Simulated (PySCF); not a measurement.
**Radial density of He (helium, neutral)**

UHF, 1s1 2s1, high-spin 3S determinant (an excited configuration). Calculation: PySCF 2.14, in aug-cc-pVQZ with one added diffuse shell each of s, p, d, f type (6s5p4d3f, 62 functions); no relativity, point nucleus.

```tsv
r (bohr)	4πr²ρ (e/bohr)	4πr²(ρα − ρβ)
0.0117	0.004340	0.0043
0.0197	0.01203	0.0120
0.0331	0.03239	0.0324
0.0557	0.08311	0.0831
0.0938	0.2017	0.2017
0.158	0.4390	0.4390
0.265	0.8052	0.8052
0.446	1.099	1.0991
0.750	0.9096	0.9096
1.26	0.3298	0.3298
2.12	0.1535	0.1535
3.57	0.2518	0.2518
6.01	0.1093	0.1093
10.1	0.006476	0.0065
17.0	0.0001004	0.0001
```

The outer electron is Rydberg-like, and this basis confines it to a smaller radius and binds it less than a complete one would.
